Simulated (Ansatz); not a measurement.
`[SiH3]S` + `O[SiH2]F` → `F[SiH2]O[SiH3]` + H₂S at 400 K and 1 bar (ligand exchange at the Si–S bond).

Calculated with Ansatz (gas phase, PBE0-D4/def2-TZVP geometries, no zero-point term in ΔE). CCSD(T)/CBS adds triple-zeta CCSD(T) − MP2 to the extrapolated MP2 energy (def2 sets, frozen cores). This one scheme is used for every species. Each species was taken in one conformer, which may not be the lowest.

```csv
species,CCSD(T)/CBS energy (Eh),H − E (kJ/mol),S (J/(mol·K))
`[SiH3]S`,-689.27336,109.8,293.0
`O[SiH2]F`,-465.96250,110.6,296.9
`F[SiH2]O[SiH3]`,-756.28164,162.6,380.8
H₂S,-398.97279,53.4,215.9
```

H − E and S are ideal-gas, rigid-rotor, harmonic terms from PBE0-D4/def2-TZVP, for one conformer and one mirror image of each species. 1 Eh = 2625.50 kJ/mol, R = 8.31446 J/(mol·K).

Question: By hand: ΔE, ΔH, ΔS and ΔG.

Answer: ΔE = (-756.28164) + (-398.97279) − (-689.27336) − (-465.96250) = -0.01857 Eh = -48.8 kJ/mol. Δ(H − E) = 162.6 + 53.4 − 109.8 − 110.6 = -4.4, so ΔH = -53.2 kJ/mol. ΔS = 380.8 + 215.9 − 293.0 − 296.9 = 6.8 J/(mol·K). ΔG = -53.2 − 400 × (6.8)/1000 = -55.9 kJ/mol.

Question: By hand: the equilibrium constant, and the temperature at which ΔG would vanish if ΔH and ΔS stayed fixed.

Answer: log₁₀ K = −ΔG/(RT ln 10) = 7.3. ΔH and −TΔS have one sign here, so there is no such temperature.

The number of gas molecules stays the same, so ΔS is small and ΔH decides. A doubt of 5 kJ/mol in ΔE shifts log₁₀ K by 0.7 here. Other conformers and mirror images would add mixing entropy, several J/(mol·K) or more a flexible species. Modes under 60 cm⁻¹, often nearly free rotors, make the harmonic entropy too high. These are equilibria of isolated gas molecules and say nothing of rates. Largest T1 diagnostic: 0.011 (customary marks: 0.02 for closed shells, 0.045 for open ones).

ΔS is within the doubt of such terms, so its sign, and with it that verdict, could turn.
